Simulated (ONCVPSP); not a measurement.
## Before and after: ONCV potential for germanium (Ge)

- Element: Ge
- Generator: ONCVPSP 4.0.1
- Type: optimised norm-conserving Vanderbilt (ONCV)
- Functional: PBE
- Relativity: scalar-relativistic
- Frozen core: [Ar] 3d10
- Valence charge: 4
- Reference configuration: 4s2 (charge +2)
- Partial waves: 4s: rc 1.65 bohr, ncon 3, nbas 7, qcut 4.4 1/bohr, 2 projectors, debl 0.5 Ha; p scattering state at 0.17 Ha: rc 1.40 bohr, ncon 3, nbas 7, qcut 4.9 1/bohr, 2 projectors, debl 3.8 Ha; d scattering state at 0.32 Ha: rc 1.40 bohr, ncon 4, nbas 7, qcut 7 1/bohr, local
- Local potential: the d channel
- Core correction: Teter function, fcfact 2.5, rcfact 1.55

In the s channel the program set the typed energies aside and used -1.075, 0.250 Ha. In the p channel the program set the typed energies aside and used 0.050, 3.850 Ha.

All-electron outer shells of the reference configuration (PBE, scalar-relativistic, ld1.x):

| shell | level (eV) | outermost node (bohr) | outermost maximum (bohr) |
| --- | --- | --- | --- |
| 3d | -49.19 | – | 0.50 |
| 4s | -29.25 | 0.77 | 1.66 |

Change: s: qcut 3.7; p: qcut 4.1; d: qcut 5.9.

Cutoffs: the cutoffs (Ha) at which the residual kinetic energy of the hardest occupied pseudo-wave falls to 1 and 0.1 mHa per electron; they do not see the model core or the augmentation charge, which bear on the density cutoff. Errors are all-electron minus pseudo energies relative to the spin-unpolarised reference configuration.

**Question.** What does the change do?

**Answer.** The potential gets harder (8.8 Ha and 21 Ha → 14 Ha and 49 Ha); both files keep a bound ghost (s); the errors of the 4 common tests hardly move; the range in which the p phases agree narrows (upper end 4.8 → 3.2).

```csv
quantity,base,changed
"cutoff, loose",8.8 Ha,14 Ha
"cutoff, tight",21 Ha,49 Ha
bound ghosts,s,s
GHOST(+) flags under 300 eV,p at 131.8 eV,p at 87.3 eV
"error for 4s2 4p2, meV [ΔE -22.88 eV]",-74,-74
"error for 4s2 4p1, meV [ΔE -15.44 eV]",-11,-11
"error for 4s1, meV [ΔE 34.79 eV]",-88,-93
"error for 4s2 4p1.5, meV [ΔE -20.08 eV]",-42,-42
s: phases at 1.67 bohr within 0.05 rad from the reference energy up to (Ha; the scan ends near 5),3.7,3.9
p: phases at 1.42 bohr within 0.05 rad from the reference energy up to (Ha; the scan ends near 5),4.8,3.2
d: phases at 1.42 bohr within 0.05 rad from the reference energy up to (Ha; the scan ends near 5),0.6,0.6
"rms error of d²Exc/dni dnj with the model core, mHa",1.17,0.88
```

 A true bound ghost makes a file unfit for plane-wave use even where its test errors are small: the radial tests pick states by their node count and pass the ghost by.
